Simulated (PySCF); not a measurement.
2-methylprop-2-en-1-amine (C4H9N), SMILES C=C(C)CN.

Geometry: PBE-D3(BJ)/def2-SVP. One conformer was computed; it need not be the lowest.

Method: PBE-D3(BJ)/def2-SVP (PySCF).

Harmonic, unscaled wavenumbers; measured fundamentals usually lie a few per cent lower.

### Question
List the normal modes with their intensities. (The exact figures need the calculation; the answer reports its results.)

### Answer

| mode | ν (cm⁻¹) | IR (km/mol) | moving atoms (share of kinetic energy) |
|---|---|---|---|
| 1 | 94 | 1.6 | H 39 %, C 37 %, N 24 % |
| 2 | 183 | 0.3 | H 93 % |
| 3 | 249 | 14.5 | H 56 %, C 24 %, N 19 % |
| 4 | 283 | 33.1 | H 63 %, C 21 %, N 16 % |
| 5 | 404 | 6.5 | C 53 %, H 46 % |
| 6 | 414 | 3.6 | C 50 %, H 45 % |
| 7 | 543 | 6.8 | C 50 %, H 35 %, N 15 % |
| 8 | 700 | 3.8 | H 89 % |
| 9 | 779 | 57.9 | H 55 %, C 38 % |
| 10 | 829 | 66.1 | H 56 %, C 35 %, N 9 % |
| 11 | 878 | 30.9 | H 73 %, C 27 % |
| 12 | 906 | 10.4 | H 64 %, C 34 % |
| 13 | 940 | 1.2 | H 68 %, C 30 % |
| 14 | 1007 | 2.9 | H 65 %, C 34 % |
| 15 | 1019 | 3.6 | H 63 %, C 34 % |
| 16 | 1068 | 11.6 | C 40 %, H 31 %, N 29 % |
| 17 | 1134 | 2.7 | H 80 %, C 17 % |
| 18 | 1249 | 0.7 | H 49 %, C 47 % |
| 19 | 1272 | 5.9 | H 78 %, C 19 % |
| 20 | 1332 | 9.8 | H 75 %, C 25 % |
| 21 | 1354 | 6.1 | H 58 %, C 39 % |
| 22 | 1377 | 5.1 | H 80 %, C 19 % |
| 23 | 1387 | 8.0 | H 96 % |
| 24 | 1414 | 18.6 | H 94 % |
| 25 | 1423 | 1.3 | H 92 % |
| 26 | 1578 | 19.2 | H 91 % |
| 27 | 1682 | 12.4 | C 91 %, H 9 % |
| 28 | 2880 | 79.8 | H 94 % |
| 29 | 2958 | 4.9 | H 95 % |
| 30 | 2961 | 45.0 | H 93 % |
| 31 | 3037 | 10.6 | H 91 %, C 9 % |
| 32 | 3065 | 6.7 | H 95 % |
| 33 | 3082 | 10.4 | H 90 %, C 10 % |
| 34 | 3161 | 13.3 | H 89 %, C 11 % |
| 35 | 3406 | 1.4 | H 96 % |
| 36 | 3492 | 0.4 | H 92 %, N 8 % |
